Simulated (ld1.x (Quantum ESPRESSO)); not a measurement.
## PBE TM dataset for lanthanum (La), scalar-relativistic all-electron reference.

- Element: lanthanum (La)
- Generator: ld1.x (Quantum ESPRESSO) 7.5
- Type: norm-conserving Troullier–Martins (Kleinman–Bylander form)
- Functional: PBE
- Relativity: scalar-relativistic
- Frozen core: [Kr] 4d10
- Valence charge: 11
- Reference configuration: 4f0 5s2 5p6 5d1 6s1.75 6p0.25
- Partial waves: 5p (bound): rc 2.20 bohr; 5d (bound): rc 3.80 bohr; 4f (bound, empty): rc 1.18 bohr; 5s (bound): rc 1.85 bohr
- Local potential: the s channel
- Core correction: none

Occupied shells without a wave of their own: 6p, 6s. They enter only through the test configuration that unscreens the potential.

All-electron outer shells of the reference configuration (PBE, scalar-relativistic, ld1.x):

```tsv
shell	level (eV)	outermost node (bohr)	outermost maximum (bohr)
4p	-200.29	0.34	0.63
4d	-104.14	0.32	0.68
5s	-39.21	0.77	1.41
5p	-22.68	0.83	1.58
4f	-4.63	–	0.75
6s	-3.84	1.86	3.79
5d	-3.32	0.95	2.21
6p	-1.49	2.20	4.93
```

Estimate the cutoffs (Ry, on a coarse ladder) from which the occupation-weighted sum of valence levels, in a spherical-Bessel basis at the reference potential, stays within 10 and 1 mRy of its value at 400 Ry.

40 Ry and 70 Ry. The cutoffs count occupied waves only; the empty 4f level needs 200 Ry at the loose tolerance.

Does the potential have ghost states?

No extra level below or beside the all-electron valence levels (p, d, f, s tested).

Which valence shell sets the plane-wave cutoff?

5s: its level needs 50 Ry to come within 1 mRy, against 40 Ry for 6s.

Tests: 4f0 5s2 5p6 5d1 6s2 6p0; 4f0 5s2 5p6 5d1 6s1 6p0; 4f0 5s2 5p6 5d1 6s0 6p0; 4f1 5s2 5p6 5d0 6s1 6p0; 4f0 5s2 5p5 5d1 6s2 6p0; 4f0 5s2 5p6 5d0 6s2 6p1; 4f0 5s2 5p6 5d2 6s1 6p0. Which has the largest error in its energy relative to the reference configuration, and how large is it?

4f1 5s2 5p6 5d0 6s1 6p0, with +479 meV (all-electron minus pseudo) on +5.65 eV.
